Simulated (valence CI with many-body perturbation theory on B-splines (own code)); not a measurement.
Results of a calculation; reference values are marked as such.
Hyperfine factors and g values of Cl¹¹⁺

Level of theory: valence CI with perturbative core correlation (CI+MBPT): four valence electrons over a frozen Dirac-Fock core [He], radial functions for each j: 11 s, 11 p, 9 d, 7 f, 5 g, 2 h, 1 i, with the one-electron correlation potential Σ1, the two-electron term Σ2, the three-electron term Σ3, Breit, model QED; selected CI, second order for the rest, scaled by the run's own slope (own B-spline code, finite nucleus).

No measured levels were compared; by estimate levels of excited configurations hold to 0.05 to 0.15 % of their energy, terms of the ground configuration to about 0.5 %. Among the levels kept, up to 260 cm⁻¹ of a level comes from second order outside the variational space, and about a tenth of that is noise between levels of different J, which matters for small intervals.

A/g_I is the dipole constant over the nuclear g factor μ/I (μ in nuclear magnetons, uniformly magnetised nucleus), B/Q the quadrupole constant per barn. Both hold the static response of the core; the bare values leave it out. Large factors of s and p1/2 electrons are usually good to 5 to 10 %; those of open d and f shells near neutrality can be off by tens of per cent, and small factors of p3/2, d and f electrons come from cancelling terms and can be off by a factor of two or in sign, in half-filled shells by more. B is blank for J = 1/2, where it vanishes, and for nearly pure S terms. Energies count from the lowest level. Levels with J = 0 are left out.

Names give the largest LS component (configuration and term), which can be under half, so a name can repeat, a term be missing and a line seem to break the LS rules; names also repeat where a configuration has a term twice.

| Level | E (eV) | g | A/g_I (MHz) | A/g_I bare | B/Q (MHz/b) | B/Q bare |
| --- | --- | --- | --- | --- | --- | --- |
| 2s2.2p2 3P_1 | 0.90 | 1.500 | -285 | 667 | 6060 | 6100 |
| 2s2.2p2 3P_2 | 2.06 | 1.490 | 8520 | 9340 | -11600 | -11700 |
| 2s2.2p2 1D_2 | 9.38 | 1.008 | 11900 | 11900 | 23500 | 23700 |
| 2s.2p3 5S°_2 | 25.54 | 2.000 | 27800 | 28400 |  |  |
| 2s.2p3 3D°_2 | 48.13 | 1.172 | 17400 | 17200 | 5810 | 5850 |
| 2s.2p3 3D°_1 | 48.18 | 0.510 | -18500 | -17800 | 2950 | 2970 |
| 2s.2p3 3D°_3 | 48.22 | 1.333 | 29200 | 28800 | -106 | -112 |
| 2s.2p3 3P°_1 | 56.50 | 1.489 | 40900 | 40200 | -3070 | -3090 |
| 2s.2p3 3P°_2 | 56.59 | 1.492 | 32800 | 32300 | -5720 | -5760 |
| 2s.2p3 1D°_2 | 71.59 | 1.001 | 12800 | 12800 | -400 | -387 |
| 2s.2p3 3S°_1 | 72.10 | 1.979 | -29300 | -25300 |  |  |
| 2s.2p3 1P°_1 | 79.97 | 1.018 | 11100 | 11200 | 294 | 288 |
| 2p4 3P_2 | 109.44 | 1.493 | 5360 | 6840 | 11200 | 11300 |
| 2p4 3P_1 | 110.92 | 1.500 | -1870 | -268 | -5770 | -5810 |
| 2p4 1D_2 | 117.31 | 1.005 | 13000 | 13000 | -23000 | -23100 |
| 2s2.2p.3s 3P°_1 | 336.62 | 1.458 | 29100 | 28600 | -4780 | -4810 |
| 2s2.2p.3s 3P°_2 | 338.34 | 1.500 | 12800 | 13100 | 12700 | 12700 |
| 2s2.2p.3s 1P°_1 | 340.25 | 1.040 | 5430 | 6020 | 11100 | 11200 |
| 2s2.2p.3p 1P_1 | 348.56 | 0.830 | 19400 | 19100 | -3700 | -3720 |
| 2s2.2p.3p 3D_1 | 350.08 | 0.761 | 4770 | 4430 | 1680 | 1690 |
| 2s2.2p.3p 3D_2 | 350.32 | 1.170 | 9460 | 9560 | 5650 | 5680 |
| 2s2.2p.3p 3D_3 | 351.77 | 1.333 | 4680 | 5070 | 15900 | 16000 |
| 2s2.2p.3p 3S_1 | 352.51 | 1.791 | -1520 | -499 | -560 | -563 |
| 2s2.2p.3p 3P_1 | 353.70 | 1.616 | 6800 | 7510 | 4320 | 4350 |
| 2s2.2p.3p 3P_2 | 354.17 | 1.483 | 7610 | 8100 | -5250 | -5290 |
| 2s2.2p.3p 1D_2 | 357.97 | 1.011 | 7510 | 7570 | 15100 | 15200 |
| 2s.2p2.3s 5P_1 | 362.85 | 2.499 | 50900 | 50500 | -1270 | -1280 |
| 2s.2p2.3s 5P_2 | 363.61 | 1.833 | 29900 | 29700 | 12800 | 12900 |
| 2s2.2p.3d 3F°_2 | 364.06 | 0.754 | 9710 | 9460 | 2340 | 2370 |
| 2s.2p2.3s 5P_3 | 364.60 | 1.666 | 29900 | 29700 | -12800 | -12900 |
| 2s2.2p.3d 3F°_3 | 365.06 | 1.091 | 5530 | 5540 | 5980 | 6040 |
| 2s2.2p.3d 1D°_2 | 365.49 | 0.960 | -234 | -371 | -6920 | -6950 |

Take the isotope of mass number 37, with I = 3/2, μ = 0.684 μN and Q = -0.0644 b. What is the hyperfine structure of 2s.2p3 3D°_1?

From the table A = -8450 MHz, B = -190 MHz. Shifts from the centre of gravity in MHz: F = 1/2: 20900, F = 3/2: 8640, F = 5/2: -12700.
